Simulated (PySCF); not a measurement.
PySCF input for C₃H₇O, SMILES CC(C)[O], multiplicity 2, PBE/pcH-1. Coordinates come from a TPSSh-D3(BJ)/def2-SVP optimisation. The isomer is the one that the SMILES or the coordinates give; other isomers of the formula were not compared.

```python
import numpy as np
from pyscf import gto, scf, dft
from pyscf.prop.hfc import uks as hfc
from pyscf.prop.gtensor import uks as gtensor

mol = gto.M(
    atom='''
    C     0.07748048   -0.62774625   -1.28779211
    C    -0.29226866    0.12581826   -0.00000000
    C     0.07748048   -0.62774627    1.28779210
    O     0.14549739    1.42314174    0.00000001
    H     1.16808772   -0.77651493   -1.33225431
    H    -0.40683252   -1.61589309   -1.32388354
    H    -0.22880420   -0.04387780   -2.16760625
    H    -1.40503494    0.26548332    0.00000000
    H     1.16808771   -0.77651495    1.33225430
    H    -0.40683252   -1.61589310    1.32388353
    H    -0.22880420   -0.04387783    2.16760625
    ''',
    basis='pcH-1',
    charge=0,
    spin=1,
    max_memory=1600,
    verbose=3,
)
mf = dft.UKS(mol, xc='pbe').density_fit(auxbasis='def2-universal-jkfit')
mf.grids.level = 3
mf.conv_tol = 1e-10
mf.max_cycle = 100
mf.kernel()
fine, coarse = mf.grids, dft.Grids(mol).set(level=1).build(with_non0tab=True)
for _ in range(3):  # follow internal instabilities
    mf.grids = coarse
    mo, _, stable, _ = mf.stability(return_status=True, nroots=4)
    mf.grids = fine
    if stable:
        break
    mf.kernel(mf.make_rdm1(mo, mf.mo_occ))
A = hfc.HFC(mf).make_fcdip(mf.make_rdm1())  # Fermi contact and dipolar terms, MHz
print('atom   A(iso)/MHz   principal dipolar parts/MHz')
for i, a in enumerate(A):
    w = np.linalg.eigvalsh((a + a.T) / 2)
    print(f'{mol.atom_symbol(i):2s}{i + 1:3d} {w.mean():12.2f}', (w - w.mean()).round(2))
gt = gtensor.GTensor(mf)
gt.dia_soc2e, gt.para_soc2e, gt.so_eff_charge = None, None, True
gt.max_cycle_cphf = 60
g = gt.kernel()
```

Output:

```

WARN: HOMO -0.309179620655517 >= LUMO -0.309179620655517

converged SCF energy = -193.452489513337  <S^2> = 0.75228457  2S+1 = 2.0022833
<class 'pyscf.df.df_jk.DFUKS'> wavefunction is stable in the internal stability analysis
atom   A(iso)/MHz   principal dipolar parts/MHz
C   1        18.42 [-3.6  -2.98  6.58]
C   2       -32.50 [-8.21  0.76  7.45]
C   3        18.42 [-3.6  -2.98  6.58]
O   4       -26.75 [-250.74  124.8   125.94]
H   5         6.86 [-4.   -2.25  6.25]
H   6        -1.52 [-3.14 -1.87  5.  ]
H   7        -0.30 [-3.88 -3.34  7.22]
H   8       302.01 [-10.24  -2.45  12.69]
H   9         6.86 [-4.   -2.25  6.25]
H  10        -1.52 [-3.14 -1.87  5.  ]
H  11        -0.30 [-3.88 -3.34  7.22]
SOC(1e)/OZ [4.94151059e-05 4.12541851e-02 6.24324467e-03]
free electron g 2.00231930436182
g-tensor total [2.00215768 2.04342804 2.00836872]
g-shift (ppt) [-0.1616204  41.1087404   6.04941667]
```

Self-consistency was reached.

Cost: about 3 core-minutes (a rough figure).
